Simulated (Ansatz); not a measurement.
Coupled-cluster run, C₄H₄F₄, SMILES `F[C@@H]1C[C@@H](F)C1(F)F`.

```yaml
crystal:
  periodic: [false, false, false]
  atoms:
    - {symbol: F, position_ang: [1.394518, 0.132687, -1.535116]}
    - {symbol: C, position_ang: [1.080362, 0.048428, -0.205024]}
    - {symbol: C, position_ang: [0.102969, -1.102192, 0.084993]}
    - {symbol: C, position_ang: [-1.063377, -0.113082, -0.051796]}
    - {symbol: F, position_ang: [-2.085012, -0.214534, 0.837596]}
    - {symbol: C, position_ang: [-0.056133, 1.023961, 0.166168]}
    - {symbol: F, position_ang: [0.034622, 1.370814, 1.466501]}
    - {symbol: F, position_ang: [-0.191268, 2.136488, -0.562108]}
    - {symbol: H, position_ang: [1.990823, 0.125231, 0.389891]}
    - {symbol: H, position_ang: [0.199497, -1.448867, 1.114580]}
    - {symbol: H, position_ang: [0.136371, -1.942693, -0.604777]}
    - {symbol: H, position_ang: [-1.466374, -0.071340, -1.066909]}
basis:
  gaussian: {orbitals: def2-SVP}
correlation: {method: ccsd_t}
```

```sh
$ ansatz run in.yaml --threads 4 --pin off --events-out ev --progress --plain --max-ram 11315MiB
```

The program prints (abridged):

```
Functional definition: HF
1302 factors; integrals over basis functions are off by at most 1.6e-3 eV
mean field evaluation 1: about -14991.2691 eV, gradient 4.3e1 eV
mean field evaluation 2: about -14991.4574 eV, gradient 4.4e1 eV
mean field evaluation 4: about -14995.5427 eV, gradient 4.8e0 eV
mean field evaluation 8: about -14995.6138 eV, gradient 2.6e-1 eV
mean field -14995.61411457 eV, -551.0786543181 hartree, gradient 1.4e-6 eV, S^2 0.000000; 0 other end points of the search recorded, 0 dependent functions left out
8 core orbitals not correlated: weight in the atoms' cores, before any rotation towards them, 1.000 or more for the frozen orbitals, at most 0.000 for the correlated occupied ones
reference -14995.61411457 eV, -551.0786543181 hartree; 24, 24 occupied and 100, 100 virtual orbitals, 1302 factors
second order -34.29463484 eV of doubles, -0.00000000 eV of singles
cycle   1  -34.57199154 eV  change   -2.8e-1 eV  update   1.2e-1
cycle   2  -35.28709854 eV  change   -7.2e-1 eV  update   3.4e-2
cycle   3  -35.47652242 eV  change   -1.9e-1 eV  update   1.7e-2
cycle   4  -35.47041002 eV  change    6.1e-3 eV  update   3.1e-3
cycle   5  -35.46917213 eV  change    1.2e-3 eV  update   1.3e-3
cycle   6  -35.46989505 eV  change   -7.2e-4 eV  update   3.8e-4
cycle   7  -35.46970774 eV  change    1.9e-4 eV  update   1.5e-4
cycle   8  -35.46957026 eV  change    1.4e-4 eV  update   4.9e-5
cycle   9  -35.46957852 eV  change   -8.3e-6 eV  update   1.8e-5
perturbative correction -0.84833611 eV, -0.0311757771 hartree
Total energy: -15031.93202920 eV, -552.4133130635 hartree
```

Run time 18 s (4 threads of an Intel Xeon Platinum 8375C on a shared host); peak host memory 1.1 GiB.

MP2 recovers 94.4 % of the CCSD(T) correlation energy and the triples give 2.3 %; T1 = 0.0109.
